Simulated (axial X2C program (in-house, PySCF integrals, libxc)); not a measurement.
## CuN: properties at the nuclei

Calculated with an in-house all-electron X2C program for linear molecules (integrals from PySCF): two-component X2C with atomic mean-field Coulomb and Gaunt terms, Gaussian nuclei, basis Cu dyall-cv3z, N dyall-av3z with contracted cores.

R = 1.774 Å (near the PBE0 minimum at charge 0 of the determinant lowest at the starting distance; the state shown can have its own minimum elsewhere).

Determinant lowest in the PBE0 search, Ω = 1 (⟨Sz⟩ = 1.00, ⟨Lz⟩ = 0.00 at PBE0), spin on the atoms Cu -0.03, N 1.03:

| level | Eeff magnitude (GV/cm) | Ws magnitude Cu (kHz) | A∥/gI Cu (MHz) | qzz Cu (a.u.) | A∥/gI N (MHz) | qzz N (a.u.) | μ (D) |
| --- | --- | --- | --- | --- | --- | --- | --- |
| PBE0 | 0.404 | 0.116 | -439 | 0.61 | -83.6 | -0.60 | -3.59 |
| HF | 0.344 | 0.0816 | -838 | -0.61 | 3.56 | -0.73 | -4.14 |
| BHandHLYP | 0.367 | 0.101 | -515 | 0.15 | -48.4 | -0.73 | -3.97 |
| TPSSh | 0.304 | 0.0776 | -282 | 0.82 | -83.9 | -0.54 | -3.53 |
| r2SCAN | 0.48 | 0.142 | -433 | 0.85 | -40.7 | -0.41 | -3.24 |

Determinant 1.40 eV from it at PBE0 and this distance, Ω = 0 (closed shell), highest spinor 77% N p, 16% Cu d, 7% Cu p:

```json
{"level": "PBE0", "qzz Cu (a.u.)": "0.80", "qzz N (a.u.)": "-0.72", "μ (D)": "-4.07"}
{"level": "HF", "qzz Cu (a.u.)": "-0.90", "qzz N (a.u.)": "-1.30", "μ (D)": "-5.47"}
{"level": "BHandHLYP", "qzz Cu (a.u.)": "0.20", "qzz N (a.u.)": "-1.01", "μ (D)": "-4.47"}
{"level": "TPSSh", "qzz Cu (a.u.)": "1.08", "qzz N (a.u.)": "-0.58", "μ (D)": "-3.97"}
{"level": "r2SCAN", "qzz Cu (a.u.)": "1.20", "qzz N (a.u.)": "-0.48", "μ (D)": "-3.83"}
```

Eeff is the effective electric field on the electron electric dipole moment in this Ω state and Ws the scalar–pseudoscalar constant of the nucleus named (defined with the proton number Z and per Ω); A∥ (defined per Ω) follows by multiplying with gI = μI/(I μN); qzz is the electric field gradient, eQq0 = 234.96 MHz × Q/barn × qzz; μ is positive if the N end (last atom) is positive. The operators were transformed with the bare-nucleus X2C matrices; with these basis sets, hyperfine constants and field gradients can be off by tens of per cent, and where levels differ in sign neither size nor sign is settled.

Question: With Q(14N) = 0.02044 barn (Q from Pyykkö, Mol. Phys. 2018), turn the PBE0 values of the first state into constants in MHz.

Answer: eQq0(14N) = 234.96 × (0.02044) × (-0.60) = -2.88 MHz.

Each state is one determinant with collinear spin, which with several unpaired electrons need not be a pure state. Unrestricted Hartree–Fock can overshoot spin polarisation at the nuclei. A closed determinant beside an open π² or δ² triplet, such as (π1/2)², mixes with its partner pair into the 0⁺ component of the triplet and ¹Σ⁺, so its energy is not that of a level, and 0⁺ can lie lowest. With several open shells hyperfine constants can be off by a factor of several. Open-shell Ω = 0 determinants with evenly filled partner blocks cannot be reached by this program, so the Ω shown need not be the lowest component. The search compared states at one distance, so a state with another bond length can lie lower. Further determinants of the search, some of them spin-mixed, are not shown. Where a field gradient or hyperfine factor spreads by more than a factor of two over the levels, a constant derived from it is not to be relied on. PBE0 term energies can be off by some tenths of an eV.
